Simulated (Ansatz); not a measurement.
`[F][GeH]([Cl])[Br]` + silanol → `[F][GeH]([Cl])[O][SiH3]` + HBr at 600 K and 1 bar (ligand exchange at a Ge–Br bond).

Isolated molecules relaxed with PBE0-D4/def2-TZVP in Ansatz; ΔE leaves out vibrations. CCSD(T)/CBS is the MP2 limit (def2-TZVPP, def2-QZVPP) plus CCSD(T) − MP2 in def2-TZVPP, frozen cores. For Br, Ge outer-core shells are correlated without core-valence functions, which leaves a few kJ/mol of doubt a bond. Scalar relativity is left out up to krypton. One conformer a species, not always the lowest.

```tsv
species	CCSD(T)/CBS energy (Eh)	H − E (kJ/mol)	S (J/(mol·K))
`[F][GeH]([Cl])[Br]`	-5209.72032	77.7	400.1
`O[SiH3]`	-366.69042	135.7	307.9
`[F][GeH]([Cl])[O][SiH3]`	-3002.48481	174.8	492.3
HBr	-2573.91920	33.5	219.1
```

H − E and S are ideal-gas, rigid-rotor, harmonic terms from PBE0-D4/def2-TZVP, for one conformer and one mirror image of each species. 1 Eh = 2625.50 kJ/mol, R = 8.31446 J/(mol·K).

**Question.** By hand: ΔE, ΔH, ΔS and ΔG.

**Answer.** ΔE = (-3002.48481) + (-2573.91920) − (-5209.72032) − (-366.69042) = 0.00673 Eh = 17.7 kJ/mol. Δ(H − E) = 174.8 + 33.5 − 77.7 − 135.7 = -5.1, so ΔH = 12.6 kJ/mol. ΔS = 492.3 + 219.1 − 400.1 − 307.9 = 3.4 J/(mol·K). ΔG = 12.6 − 600 × (3.4)/1000 = 10.6 kJ/mol.

**Question.** By hand: the equilibrium constant, and the temperature at which ΔG would vanish if ΔH and ΔS stayed fixed.

**Answer.** log₁₀ K = −ΔG/(RT ln 10) = -0.9. ΔG = 0 at ΔH/ΔS = 3706 K, far beyond where these terms or the molecules hold.

The number of gas molecules stays the same, so ΔS is small and ΔH decides. A doubt of 5 kJ/mol in ΔE shifts log₁₀ K by 0.4 here. Other conformers and mirror images would add mixing entropy, several J/(mol·K) or more a flexible species. Modes under 60 cm⁻¹, often nearly free rotors, make the harmonic entropy too high. These are equilibria of isolated gas molecules and say nothing of rates. Largest T1 diagnostic: 0.012 (customary marks: 0.02 for closed shells, 0.045 for open ones).
